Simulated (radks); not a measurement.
Valence configurations of Nb (all share [Kr]). All-electron calculation, scalar-relativistic Kohn-Sham, SCAN, spin-unpolarised, spherical densities, finite nucleus; meta-GGA in the generalised Kohn-Sham scheme; Fermi nuclear charge, rms radius 4.324 fm. Program: a radial shooting solver on a logarithmic mesh with Libxc functionals. Energies are relative to 4d4 5s1; eigenvalues in eV.

valence      E (eV)    e(4d)   e(5p)   e(5s)
4d3 5s2      -0.714   -4.619       -  -4.818
4d3.5 5s1.5  -0.466   -3.721       -  -4.547
4d4 5s1       0.000   -2.977       -  -3.995
4d5           1.244   -1.796       -       -
4d3 5s1 5p1   2.789   -5.714  -2.096  -5.603
4d4 5p1       2.957   -4.124  -1.673       -
4d2 5s1 5p2   7.434   -8.743  -2.984  -6.936
4d1 5s2 5p2   9.850  -10.861  -3.401  -7.849

NIST lists [Kr] 4d4 5s1 as the ground configuration; this level of theory puts 4d3 5s2 lower, by 0.714 eV. The energies are those of spherical spin-averaged densities, not of single terms.
